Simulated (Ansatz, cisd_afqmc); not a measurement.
Species: BNH, charge 0, doublet. BNH (SMILES [B]=N, doublet).
B3LYP-D3(BJ)/def2-TZVP minimum from Ansatz (a quantum-chemistry and plane-wave program):
```xyz
3

B      0.0000     0.0000    -0.8356
N      0.0000     0.0000     0.3981
H      0.0000     0.0000     1.3912
```
Charge 0, spin multiplicity 2.

Total energies in cc-pVDZ, 9 correlated electrons, 2 frozen orbitals. Radicals and triplets start from unrestricted determinants; spin-orbit coupling is neglected. Correlated methods leave the cores frozen. No relativity. AFQMC is phaseless with a CISD trial state; ± is one standard error, without the phaseless bias. Outlying blocks are dropped, and bars are widened where a walk drifts. Over all cases where full CI ran beside it in this data, AFQMC minus full CI had a median of +0.1 mEh and passed +0.4 mEh in a tenth of the cases. The UHF reference of HBN ([B]=N, doublet) is spin-contaminated (<S^2> up to 0.10 over the pure value in the sets run).

```csv
method,program,energy (Eh),minus CCSDTQ (mEh)
HF,Ansatz,-79.65654,243.32
MP2,Ansatz,-79.87445,25.41
CCSD,Ansatz,-79.88928,10.58
CCSD(T),Ansatz,-79.89816,1.70
CCSDT(Q),Ansatz,-79.90004,-0.18
CCSDTQ,Ansatz,-79.89986,0.00
AFQMC/CISD,cisd_afqmc,-79.8995 ± 0.0009,0.4 ± 0.9
```

Rough core times of Ansatz's runs on a shared machine: CCSD(T) under 20 s, CCSDT(Q) under 20 s, CCSDTQ 7 min.
